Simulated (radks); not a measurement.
The numbers below are computed, except where a source is named.
All-electron atom: Sn15+ in [Ar] 3d10 4s2 4p5.

Code: a radial shooting solver on a logarithmic mesh with Libxc functionals. Model: scalar-relativistic Kohn-Sham, LDA (Slater exchange, Perdew-Zunger correlation), spin-polarised, spherical densities, finite nucleus; open shells are filled with parallel spins first (spin-orbit coupling, left out, can overturn this in heavy ions); Fermi nuclear charge, rms radius 4.6519 fm.

Energy parts (eV):
| part | energy |
|---|---|
| total | -165709.862 |
| kinetic | 173078.951 |
| electron-nucleus | -388001.541 |
| Hartree | 53200.270 |
| exchange-correlation | -3987.542 |

Orbitals (lengths in bohr, moments of r in powers of bohr; <r^-3> diverges for s and p1/2; r(90%) holds 90 % of the orbital's charge):
orbital  occ.  eigenvalue (eV)  r(90%)  <r^-3>      <r^4>
1s up       1        -29344.93  0.0522       -  3.417e-06
1s down     1        -29344.52  0.0522       -  3.417e-06
2s up       1        -4742.284   0.194       -  0.0005925
2s down     1        -4742.016   0.194       -  0.0005925
2p up       3        -4297.822   0.178    4695  0.0004253
2p down     3        -4297.457   0.178    4694  0.0004253
3s up       1        -1195.657   0.496       -    0.02583
3s down     1        -1195.222   0.496       -    0.02580
3p up       3        -1050.313   0.503   883.5    0.02702
3p down     3        -1049.839   0.503   883.7    0.02697
3d up       5        -827.6186   0.488   122.5    0.02374
3d down     5        -827.1567   0.488   122.6    0.02368
4s up       1        -448.6387    1.07       -     0.5594
4s down     1        -446.8449    1.07       -     0.5608
4p up       3        -399.3649    1.12   212.7     0.6754
4p down     2        -397.5964    1.12   212.5     0.6780

The highest occupied level is 4p down at -397.60 eV. The density falls to 0.001 e/bohr^3 at r = 1.80 bohr. Summed over all electrons, <r^2> = 7.011 bohr^2, which gives a Langevin (diamagnetic) susceptibility term of -5.55 x 10^-6 cm^3/mol. For comparison, the ionisation energy in NIST's Atomic Spectra Database is 407 eV (theoretical). In exact Kohn-Sham theory the highest level is minus the ionisation energy, but local and semilocal functionals leave it too shallow, through self-interaction and a potential that decays too fast; potentials with the right tail come closer.
